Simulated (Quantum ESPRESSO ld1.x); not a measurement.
Species: Pb41+. Configuration: [Kr] 4d5 (the NIST ground configuration). Calculated with ld1.x of Quantum ESPRESSO 7.5: Dirac Kohn-Sham, PBE, spin-unpolarised, spherical densities, point nucleus; open shells fill j = l - 1/2 first. Some entries of the table are withheld. Estimate them.

| orbital | occ. | eigenvalue (eV) | <r> (bohr) | <1/r> (bohr^-1) |
|---|---|---|---|---|
| 1s1/2 | 2 | -89838.955 | 0.01605 | 101.5 |
| 2s1/2 | 2 | -17584.706 | 0.06688 | 25.08 |
| 2p1/2 | 2 | -16958.748 | 0.05487 | 25.01 |
| 2p3/2 | 4 | -14768.750 | 0.06378 | 19.97 |
| 3s1/2 | 2 | -5595.238 | 0.1725 | 9.286 |
| 3p1/2 | 2 | (1) | (2) | 9.187 |
| 3p3/2 | 4 | (3) | (4) | 7.876 |
| 3d3/2 | 4 | -4372.047 | 0.1549 | 7.758 |
| 3d5/2 | 6 | -4265.418 | 0.1596 | 7.467 |
| 4s1/2 | 2 | -2476.383 | (5) | 4.332 |
| 4p1/2 | 2 | -2355.378 | 0.3500 | 4.251 |
| 4p3/2 | 4 | -2200.999 | 0.3741 | 3.809 |
| 4d3/2 | 4 | (6) | 0.3629 | 3.684 |
| 4d5/2 | 1 | (7) | 0.3696 | 3.587 |

Answer. 
(1) 3p1/2 eigenvalue (eV): -5318.297
(2) 3p1/2 <r> (bohr): 0.1629
(3) 3p3/2 eigenvalue (eV): -4819.103
(4) 3p3/2 <r> (bohr): 0.1785
(5) 4s1/2 <r> (bohr): 0.3535
(6) 4d3/2 eigenvalue (eV): -2009.077
(7) 4d5/2 eigenvalue (eV): -1976.709
